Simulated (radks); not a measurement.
Valence configurations of Mn IV (all share [Ar]). Calculated with a radial shooting solver on a logarithmic mesh with Libxc functionals: non-relativistic Kohn-Sham, TPSS, spin-polarised, spherical densities, point nucleus; open shells are filled with parallel spins first; meta-GGA in the generalised Kohn-Sham scheme. Energies are relative to 3d4; eigenvalues in eV for spin up.

[
 {"valence": "3d4", "E (eV)": "0.000", "moment (Bohr magnetons)": "4", "e(3d)": "-42.979", "e(4p)": "-", "e(4s)": "-"},
 {"valence": "3d3 4s1", "E (eV)": "14.954", "moment (Bohr magnetons)": "4", "e(3d)": "-50.245", "e(4p)": "-", "e(4s)": "-33.329"},
 {"valence": "3d2 4s2", "E (eV)": "36.181", "moment (Bohr magnetons)": "2", "e(3d)": "-57.812", "e(4p)": "-", "e(4s)": "-35.436"},
 {"valence": "3d3 4p1", "E (eV)": "22.036", "moment (Bohr magnetons)": "4", "e(3d)": "-51.228", "e(4p)": "-26.756", "e(4s)": "-"},
 {"valence": "3d1 4s2 4p1", "E (eV)": "68.913", "moment (Bohr magnetons)": "2", "e(3d)": "-66.829", "e(4p)": "-31.103", "e(4s)": "-39.067"},
 {"valence": "3d3.5 4p0.5", "E (eV)": "10.400", "moment (Bohr magnetons)": "4", "e(3d)": "-47.059", "e(4p)": "-24.966", "e(4s)": "-"},
 {"valence": "3d2 4p2", "E (eV)": "49.147", "moment (Bohr magnetons)": "4", "e(3d)": "-59.758", "e(4p)": "-29.869", "e(4s)": "-"},
 {"valence": "3d2.5 4s1 4p0.5", "E (eV)": "27.603", "moment (Bohr magnetons)": "4", "e(3d)": "-54.503", "e(4p)": "-27.883", "e(4s)": "-35.215"}
]

NIST lists [Ar] 3d4 as the ground configuration; this level of theory agrees among the configurations tried. The energies are those of spherical high-spin densities, not of single terms.
